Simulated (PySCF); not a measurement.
**Atomic charges by several schemes**

Compound: 2-chloro-4-fluorotoluene, C₇H₆ClF.
Geometry (GFN2-xTB, Å), atoms numbered from 1 in this order:
```
atom  x, y, z in Å
C1     2.200   -0.241    0.066
C2     0.711   -0.111    0.024
C3    -0.116   -1.225    0.089
C4    -1.494   -1.112    0.050
C5    -2.051    0.148   -0.058
F6    -3.392    0.278   -0.099
C7    -1.269    1.286   -0.127
C8     0.107    1.141   -0.085
Cl9    1.089    2.560   -0.170
H10    2.495   -1.282    0.152
H11    2.603    0.313    0.913
H12    2.641    0.178   -0.838
H13    0.331   -2.204    0.172
H14   -2.132   -1.980    0.100
H15   -1.729    2.258   -0.210
```

Density: PBE0/pcSseg-1 (PySCF); schemes: Mulliken, IAO, Hirshfeld and ESP-fitted. Isolated species at its GFN2-xTB geometry, gas phase.

Question: For which atoms does the sign change between the 4 schemes (beyond +0.03 e in one, beyond −0.03 e in another)?

Answer: C2.

Question: At which atom do the 4 schemes differ most?

Answer: At C2: from -0.223 (Mulliken) to +0.399 e (ESP-fitted), 0.622 e apart.

Question: What partial charge does each atom carry?

Answer: In e:

| atom | environment | Mulliken | IAO | Hirshfeld | ESP-fitted |
| --- | --- | --- | --- | --- | --- |
| C1 | benzylic-type carbon | -0.094 | -0.426 | -0.124 | -0.565 |
| C2 | substituted aromatic carbon | -0.223 | -0.004 | -0.004 | +0.399 |
| C3 | aromatic CH carbon | -0.037 | -0.143 | -0.043 | -0.338 |
| C4 | aromatic CH carbon | -0.115 | -0.195 | -0.068 | -0.251 |
| C5 | aromatic C–F carbon | +0.333 | +0.297 | +0.089 | +0.300 |
| F6 | aryl fluorine | -0.284 | -0.268 | -0.084 | -0.193 |
| C7 | aromatic CH carbon | +0.002 | -0.201 | -0.078 | -0.185 |
| C8 | aromatic C–Cl carbon | -0.196 | -0.012 | +0.017 | -0.174 |
| Cl9 | aryl chlorine | -0.094 | -0.027 | -0.007 | -0.043 |
| H10 | methyl hydrogen | +0.116 | +0.148 | +0.049 | +0.158 |
| H11 | methyl hydrogen | +0.142 | +0.160 | +0.042 | +0.159 |
| H12 | methyl hydrogen | +0.142 | +0.160 | +0.042 | +0.160 |
| H13 | aromatic hydrogen | +0.086 | +0.158 | +0.056 | +0.198 |
| H14 | aromatic hydrogen | +0.109 | +0.172 | +0.058 | +0.194 |
| H15 | aromatic hydrogen | +0.113 | +0.182 | +0.057 | +0.180 |

Mean size of the charges over all atoms: ESP-fitted 0.233 e, IAO 0.170 e, Mulliken 0.139 e, Hirshfeld 0.054 e. Each set sums to the total charge, 0, to within 0.001 e. The Hirshfeld scheme weights the molecular density at each point by an atom's share of the summed free-atom densities.

Question: Sum the charges by element, for elements with more than one atom.

Answer: 
```tsv
element	atoms	Mulliken	IAO	Hirshfeld	ESP-fitted
C	7	-0.330	-0.685	-0.212	-0.813
H	6	+0.708	+0.980	+0.303	+1.049
```

Question: How many electrons does the ESP-fitted scheme count on Cl9?

Answer: Z − q = 17 − (-0.043) = 17.043.
